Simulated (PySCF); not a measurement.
Species: C4H9FOSi.
SMILES: `FCO[C@@H]1CC[SiH2]1`

Torsions of this conformer, `[F:1][CH2:2][O:3][C@@H:4]1[CH2:5][CH2:6][SiH2:7]1`: F1–C2–O3–C4 -66°, C2–O3–C4–C5 176°.

The closed-shell ground state was solved at several levels (PySCF, density fitting, gas phase, non-relativistic). Geometry: PBE0-D3(BJ)/def2-SVP, one conformer, isolated molecule.

| level | basis functions | total energy (Eh) | HOMO (eV) | LUMO (eV) | gap (eV) | dipole (D) |
| --- | --- | --- | --- | --- | --- | --- |
| B3LYP/pcSseg-1 | 171 | -622.3459 | -7.12 | 0.38 | 7.50 | 1.54 |
| PBE0/pcSseg-1 | 171 | -621.8319 | -7.34 | 0.59 | 7.93 | 1.56 |

**Question.** Estimate the row for B3LYP/def2-SVPD, a basis of 222 functions; the other rows only guide the guess.

**Answer.** Total energy -622.0690 Eh, HOMO -7.19 eV, LUMO 0.09 eV, gap 7.28 eV, dipole 1.62 D.

**Question.** Over all these levels, which gives the widest orbital gap and which the narrowest?

**Answer.** PBE0/pcSseg-1 (global hybrid, 25 % exact exchange) has the widest, 7.93 eV, and B3LYP/def2-SVPD (global hybrid, 20 % exact exchange) the narrowest, 7.28 eV. Functional and basis both differ between the two, so the spread mixes both effects.

**Question.** How far do the dipole and the HOMO energy spread over the levels?

**Answer.** The dipole runs from 1.54 to 1.62 D (mean 1.57 D) and the HOMO from -7.34 to -7.12 eV.
